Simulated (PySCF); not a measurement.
**BeO⁺: one state, many levels of theory**

State: ²Π (doublet), unpaired electrons π ↑. Set-up: basis Be cc-pVTZ, O cc-pVTZ; no relativity; PySCF 2.14. De refers to Be⁺ + O in their high-spin ground configurations, without counterpoise correction. The functionals are run spin-unrestricted. A positive dipole points towards O; it is taken about the centre of mass and depends on that origin.

| Level | Re (Å) | ωe (cm⁻¹) | De (eV) | μ (D) | CPU s a point (SCF and correlation, without the integrals) |
| --- | --- | --- | --- | --- | --- |
| UHF | 1.404 | 1357 | 2.01 | -7.91 | 0.27 |
| UHF-MP2 | 1.425 | 1282 | 3.82 | n/a | 0.42 |
| UHF-SCS-MP2 | 1.424 | 1283 | 3.82 | n/a | n/a |
| UHF-CCSD | 1.422 | 1289 | 3.69 | n/a | n/a |
| UHF-CCSD(T) | 1.427 | 1269 | 3.81 | n/a | 8.6 |
| PBE | 1.434 | 1231 | 4.17 | -7.22 | 0.6 |
| r²SCAN | 1.427 | 1266 | 3.97 | -7.48 | 1 |
| M06-L | 1.421 | 1290 | 4.21 | -7.57 | 1.1 |
| PBE0 | 1.418 | 1289 | 3.85 | -7.45 | 1 |
| BHandHLYP | 1.406 | 1331 | 3.61 | -7.58 | 0.61 |
| LC-ωPBE | 1.417 | 1303 | 3.92 | -7.51 | 0.84 |
| B2PLYP | 1.422 | 1275 | 3.90 | -7.68 | 0.71 |

The bond length runs from 1.404 Å (UHF) to 1.434 Å (PBE). De spans 2.01 eV (UHF, mean field) to 4.21 eV (M06-L, meta-GGA). Correlation at CCSD(T) changes the Hartree–Fock bond energy by +1.80 eV; the triples alone change it by +0.12 eV.

Correlated steps freeze 1 core orbital. For an ion De counts to the pair picked by the measured ionisation energies or electron affinities, which need not be the lowest pair at this level. B2PLYP dipoles, levels and charges come from its SCF part alone. The state was picked by a PBE0 search and need not be the measured ground state.

The whole job (state search and all levels along the bond) took about 2.7 min on 1 thread of Arm Neoverse V1 (shared host), peak memory 1.1 GiB.
